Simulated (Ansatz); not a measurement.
Computed with Ansatz on PBE0-D4/def2-TZVP structures; ΔE is electronic, products minus reactants. CBS: MP2 limit from def2 TZ/QZ plus the TZ coupled-cluster correction, frozen cores. This one scheme is used for every species. DFT in def2-TZVPP. Elements past krypton have def2 core potentials. For Ge, I outer-core shells are correlated without core-valence functions, which leaves a few kJ/mol of doubt a bond. Scalar relativity is left out up to krypton. Each species was taken in one conformer, which may not be the lowest.

Reaction (ligand exchange at a Ge–S bond): `[OH][GeH2][S]S` + HI → `[OH][GeH2][I]` + `SS`

```json
{"level": "LDA (SPW92)", "ΔE (kJ/mol)": "-27.2"}
{"level": "B97M-V", "ΔE (kJ/mol)": "-27.8"}
{"level": "r2SCAN0-D4", "ΔE (kJ/mol)": "-35.9"}
{"level": "CCSD/def2-SVP", "ΔE (kJ/mol)": "-31.8"}
```

(1) What does CCSD(T)/CBS give? (Best estimate.)

Largest T1 diagnostic among the species: 0.012.

## Answers

(1) Ansatz gave: -33.1 kJ/mol. The listed levels differ from it by 5.9, 5.3, -2.8, 1.3 kJ/mol.

In def2-TZVPP, CCSD(T) changes the Hartree–Fock value by +18.7 kJ/mol (the triples alone add +3.0 kJ/mol) and MP2 by +15.6 kJ/mol. From BLYP to BHLYP (50 % exact exchange), in def2-TZVPP and without D4, ΔE moves by −4.1 kJ/mol. Leaving LDA and LC-ωPBE aside and taking each functional with its dispersion term where it has one, the values, not all of them listed here, spread over 9.4 kJ/mol, from BHLYP-D4 to B97M-V. LDA lies +7.3 kJ/mol from PBE without D4.
